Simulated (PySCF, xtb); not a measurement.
C4H11NSi, SMILES CC/N=C(\C)[SiH3]. One conformer was computed; it need not be the lowest.

Harmonic wavenumbers (cm⁻¹) from xtb 6.7.1 with GFN2-xTB at its own minimum, in rising order: 52, 79, 122, 134, 156, 226, 251, 357, 422, 447, 536, 567, 722, 765, 775, 798, 801, 924, 956, 1015, 1089, 1095, 1111, 1160, 1250, 1329, 1375, 1403, 1447, 1475, 1477, 1485, 1501, 1691, 2219, 2230, 2333, 2858, 2883, 2981, 2995, 3032, 3039, 3046, 3050.

### Question
What does r2SCAN-D4/def2-SVP (PySCF) give at its own minimum? (The exact figures need the calculation; the answer reports its results.)

### Answer
47, 72, 131, 147, 172, 259, 268, 384, 403, 468, 634, 643, 705, 775, 883, 904, 930, 944, 972, 995, 1064, 1100, 1101, 1166, 1284, 1344, 1355, 1391, 1422, 1446, 1447, 1459, 1475, 1678, 2200, 2201, 2260, 2964, 3011, 3016, 3040, 3099, 3136, 3142, 3143. Paired by order, the mean absolute difference is 41 cm⁻¹ and the zero-point energies are 85.3 and 86.7 kcal/mol.
